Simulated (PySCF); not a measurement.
Si(H)(NHSiH3)3 (H₁₃N₃Si₄), SMILES [SiH3]N[SiH](N[SiH3])N[SiH3].

Coordinates come from a PBE0-D3(BJ)/def2-SVP optimisation. The values are those of a single conformer.

The numbers are results of TDA-PBE/def2-SVPD (PySCF), not measurements.

Vertical excitations. 

### Question
Give excitation energies, oscillator strengths and character. (The exact figures need the calculation; the answer reports its results.)

### Answer

```csv
state,energy (eV),λ (nm),f,main pairs
S1,5.30,234,0.002,HOMO→LUMO 99 %
S2,5.61,221,0.008,"HOMO−1→LUMO 77 %, HOMO→LUMO+1 22 %"
S3,5.70,217,0.046,"HOMO→LUMO+1 73 %, HOMO−1→LUMO 20 %"
S4,5.80,214,0.007,"HOMO−2→LUMO 51 %, HOMO→LUMO+2 42 %"
S5,5.88,211,0.040,"HOMO→LUMO+2 53 %, HOMO−2→LUMO 43 %"
S6,5.97,208,0.007,HOMO−1→LUMO+1 98 %
T1,5.16,240,0,HOMO→LUMO 99 %
T2,5.47,227,0,HOMO−1→LUMO 90 %
```
Triplets are in the Tamm–Dancoff approximation.
